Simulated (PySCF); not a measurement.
Compound: C5H9FP (charge +1).
Atom-mapped SMILES: `[CH3:1][P@@H+:2]1[CH2:3][CH:4]=[C:5]([F:6])[CH2:7]1`

NICS = −σ at a ghost point: NICS(0) at the centroid of the ring atoms, NICS(1) 1 Å to either side along the normal of their mean plane, zz for the tensor component along that normal. Level: GIAO PBE0/pcSseg-1 (PySCF, non-relativistic, gas phase) on the GFN2-xTB geometry, one conformer.

Ring bond lengths (Å), with Mayer bond orders in brackets: P2–C3 1.827 (0.97), C3–C4 1.506 (1.01), C4–C5 1.324 (1.83), C5–C7 1.515 (1.03), C7–P2 1.818 (0.98).

Task: What do the NICS probes read (ppm)?

Result: 
```
          ring                                                     type  NICS(0)  NICS(1), two faces  NICS(1)zz, two faces  rms pucker (Å)  centre to ring atoms, mean (Å)
P2–C3–C4–C5–C7  5-membered ring with P; formal bonds 1 double, 4 single     -5.8         -3.2 / -4.2           -1.8 / -2.2            0.07                            1.35
```

Task: What do they say, and how far can they be read as aromaticity?

Result: 
- P2–C3–C4–C5–C7: mean NICS(1)zz -2.0 ppm, near zero. P2, C3, C7 have four or more neighbours, and the NICS criterion for π rings isn't applied.

Task: List the ring angles and the Hirshfeld charges of the ring atoms.

Result: 
- P2–C3–C4–C5–C7: P2 97.6° (+0.504 e), C3 102.9° (-0.073 e), C4 116.4° (-0.056 e), C5 119.6° (+0.104 e), C7 101.4° (-0.086 e); sum 537.9° against 540° for a flat convex ring.

Task: How shielded are the nuclei of the rings and their hydrogens (means over atoms taken as equivalent)?

Result: 
```tsv
atoms	environment	σ isotropic (ppm)
P2	phosphonium phosphorus	329.0
C3	sp3 carbon bound to phosphorus	161.3
C4	alkene CH carbon	79.2
C5	vinylic C–F carbon	22.4
C7	sp3 carbon bound to phosphorus	159.0
H on P2	P–H hydrogen	25.51
H on C3	methylene hydrogen	28.44
H on C3	methylene hydrogen	27.97
H on C4	vinylic hydrogen	25.78
H on C7	methylene hydrogen	27.87
H on C7	methylene hydrogen	28.44
```
